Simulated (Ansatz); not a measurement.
SiSn₄. Charge 0, multiplicity 5. Geometry PBE-D4/def2-SVP.

```xyz
5

Si   -0.538    0.406   -0.778
Sn    1.400   -0.389    0.993
Sn   -1.094   -2.081   -0.208
Sn   -1.598    0.704    1.589
Sn    1.830    1.360   -1.595
```

In the def2 sets Sn takes a core potential, while STO-3G treats all electrons; there is no spin–orbit coupling. At HF/STO-3G, HF/def2-TZVP the charge 0 quintet is spin-contaminated (final ⟨S²⟩ up to 6.18, 6.00 for a pure state). At PBE0-D4/def2-TZVP a singlet of charge 0 lies 2.16 eV below the quintet, each at its own geometry. The structure comes from a short search, and lower isomers may exist.

(1) Estimate the α-spin orbital energies around the gap (eV) in Ansatz with HF/STO-3G, HF/def2-TZVP, PBE-D4/def2-TZVP, BLYP-D4/def2-TZVP, PBE0-D4/def2-TZVP.

Results:

(1) 
```csv
orbital,HF/STO-3G,HF/def2-TZVP,PBE-D4/def2-TZVP,BLYP-D4/def2-TZVP,PBE0-D4/def2-TZVP
HOMO−5,-4.82,-8.43,-5.74,-5.49,-6.58
HOMO−4,-4.43,-8.21,-5.68,-5.41,-6.53
HOMO−3,-4.06,-7.84,-5.56,-5.27,-6.34
HOMO−2,-3.41,-7.21,-4.76,-4.49,-5.53
HOMO−1,-3.39,-7.19,-4.73,-4.46,-5.50
HOMO,-3.15,-6.49,-3.76,-3.50,-4.59
LUMO,4.82,-0.06,-3.04,-2.83,-2.49
LUMO+1,4.85,0.31,-2.29,-2.12,-1.79
LUMO+2,5.63,0.59,-2.08,-1.90,-1.56
LUMO+3,6.92,1.11,-1.81,-1.65,-1.22
LUMO+4,7.41,1.34,-1.64,-1.46,-1.05
LUMO+5,10.33,1.91,-1.06,-0.91,-0.41
β HOMO,-3.51,-7.44,-5.19,-5.03,-5.88
β LUMO,3.04,-1.04,-4.71,-4.63,-4.04
```
